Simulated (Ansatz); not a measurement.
`[SiH3][SiH2][SnH3]` + H₂ → `[SiH3][SnH3]` + SiH₄ at 700 K and 1 bar (hydrogenolysis of the Si–Si bond).

Calculated with Ansatz (gas phase, PBE0-D4/def2-TZVP geometries, no zero-point term in ΔE). CCSD(T)/CBS is the MP2 limit (def2-TZVPP, def2-QZVPP) plus CCSD(T) − MP2 in def2-TZVPP, frozen cores. This one scheme is used for every species. def2 core potentials past Kr. For Sn outer-core shells are correlated without core-valence functions, which leaves a few kJ/mol of doubt a bond.

```json
{"species": "`[SiH3][SiH2][SnH3]`", "CCSD(T)/CBS energy (Eh)": "-796.96755", "H − E (kJ/mol)": "251.5", "S (J/(mol·K))": "516.6"}
{"species": "H₂", "CCSD(T)/CBS energy (Eh)": "-1.17544", "H − E (kJ/mol)": "46.8", "S (J/(mol·K))": "155.3"}
{"species": "`[SiH3][SnH3]`", "CCSD(T)/CBS energy (Eh)": "-506.68362", "H − E (kJ/mol)": "179.7", "S (J/(mol·K))": "401.7"}
{"species": "SiH₄", "CCSD(T)/CBS energy (Eh)": "-291.46306", "H − E (kJ/mol)": "115.5", "S (J/(mol·K))": "252.9"}
```

H − E and S are ideal-gas, rigid-rotor, harmonic terms from PBE0-D4/def2-TZVP. The MP2-based limit puts H₂ 0.8 mEh under its directly extrapolated value; such offsets cancel only in part. 1 Eh = 2625.50 kJ/mol, R = 8.31446 J/(mol·K).

By hand: ΔE, ΔH, ΔS and ΔG.

ΔE = (-506.68362) + (-291.46306) − (-796.96755) − (-1.17544) = -0.00369 Eh = -9.7 kJ/mol. Δ(H − E) = 179.7 + 115.5 − 251.5 − 46.8 = -3.1, so ΔH = -12.8 kJ/mol. ΔS = 401.7 + 252.9 − 516.6 − 155.3 = -17.3 J/(mol·K). ΔG = -12.8 − 700 × (-17.3)/1000 = -0.7 kJ/mol.

By hand: the equilibrium constant, and the temperature at which ΔG would vanish if ΔH and ΔS stayed fixed.

log₁₀ K = −ΔG/(RT ln 10) = 0.1. ΔG = 0 at ΔH/ΔS = 740 K, though so small a ΔS makes that figure unsure.

TΔS isn't small against ΔH here. The sign of ΔG lies within the doubt. A doubt of 5 kJ/mol in ΔE shifts log₁₀ K by 0.4 here. Modes under 60 cm⁻¹, often nearly free rotors, make the harmonic entropy too high. These are equilibria of isolated gas molecules and say nothing of rates. Largest T1 diagnostic: 0.014 (customary marks: 0.02 for closed shells, 0.045 for open ones).
